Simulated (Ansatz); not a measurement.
Calculated with Ansatz (gas phase, PBE0-D4/def2-TZVP geometries, no zero-point term in ΔE). CCSD(T)/CBS adds triple-zeta CCSD(T) − MP2 to the extrapolated MP2 energy (def2 sets, frozen cores). DFT in def2-TZVPP. B3LYP here is the variant with VWN-RPA as its local correlation; programs differ in this. HSE06 is defined as in plane-wave codes. Elements past krypton have def2 core potentials. For Br, Ge, Te outer-core shells are correlated without core-valence functions, which leaves a few kJ/mol of doubt a bond. Scalar relativity is left out up to krypton. One conformer a species, not always the lowest.

`[NH2][Al]([F])[Br]` + `[OH][GeH2][TeH]` → `[NH2][Al]([F])[TeH]` + `[OH][GeH2][Br]`  (redistribution)

```json
{"level": "B97M-V", "ΔE (kcal/mol)": "6.3", "difference from CCSD(T)/CBS": "-0.4"}
{"level": "HSE06-D4", "ΔE (kcal/mol)": "6.0", "difference from CCSD(T)/CBS": "-0.7"}
{"level": "ωB97M-V", "ΔE (kcal/mol)": "6.4", "difference from CCSD(T)/CBS": "-0.3"}
{"level": "PBE0", "ΔE (kcal/mol)": "5.9", "difference from CCSD(T)/CBS": "-0.8"}
{"level": "B3LYP", "ΔE (kcal/mol)": "6.5", "difference from CCSD(T)/CBS": "-0.2"}
{"level": "CAM-B3LYP", "ΔE (kcal/mol)": "6.4", "difference from CCSD(T)/CBS": "-0.3"}
{"level": "RPA@PBE/def2-TZVPP", "ΔE (kcal/mol)": "5.7", "difference from CCSD(T)/CBS": "-1.0"}
{"level": "CCSD(T)/def2-SVP", "ΔE (kcal/mol)": "6.6", "difference from CCSD(T)/CBS": "-0.1"}
{"level": "HF/def2-QZVPP", "ΔE (kcal/mol)": "5.8", "difference from CCSD(T)/CBS": "-0.9"}
{"level": "CCSD/CBS(def2)", "ΔE (kcal/mol)": "6.7", "difference from CCSD(T)/CBS": "0.0"}
{"level": "CCSD(T)/CBS", "ΔE (kcal/mol)": "6.7", "difference from CCSD(T)/CBS": "0"}
```

Largest T1 diagnostic among the species: 0.011.

Leaving LDA and LC-ωPBE aside and taking each functional with its dispersion term where it has one, the values, not all of them listed here, spread over 1.0 kcal/mol, from PBE-QIDH to BLYP-D4.
